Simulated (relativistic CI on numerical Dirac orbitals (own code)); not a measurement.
# Ir I: what numerical and physical settings do to a radial Dirac CI calculation

Reference input:

```
atom Ir  Z=77  charge=0  electrons=77
nucleus A=193  rms_radius_fm=5.4032
hamiltonian dirac-coulomb  breit=on  qed=on  c_scale=1
orbitals kli  potential=per-configuration
slater_scale 1
correlation none
mixing on
grid step=0.0125 r_max=259.4
scf mixing=0.4 start=green max_iterations=150 tolerance=2e-08 node_fill=0.05
configurations
  [Xe] 4f14 5d7 6s2
  [Xe] 4f14 5d8 6s
  [Xe] 4f14 5d9
end
```

Computed lowest total energy -17813.54503 Ha, first excitation 1110.3 cm⁻¹, 47 SCF steps. Runs with settings changed; * marks those that are bad on purpose:

| Changed | Outcome | Lowest level | ΔE (Ha) | First excitation (cm⁻¹) | SCF steps | Message |
| --- | --- | --- | --- | --- | --- | --- |
| Slater scale 0.6 | converged | 5d⁸6s ⁴F9/2 | 0.0239 | 510.5 | 47 |  |
| node fill of the KLI weights 0.01 | converged | 5d⁷6s² ⁴F9/2 | 0.00653 | 1106.1 | 49 |  |
| start potential bare, Breit term off | converged | 5d⁷6s² ⁴F9/2 | -19.8 | 1335.9 | 80 |  |
| node fill of the KLI weights 5 * | converged | 5d⁷6s² ⁴F9/2 | 0.956 | 3375.5 | 42 |  |
| nuclear radius 540.32 fm * | converged | 5d⁹ ²D5/2 | 2210 | 1929.1 | 40 |  |

With so few configurations and no correlation, terms lie too far apart (by 10 to 50 % near neutrality), their order can be wrong, and levels of other configurations are missing.
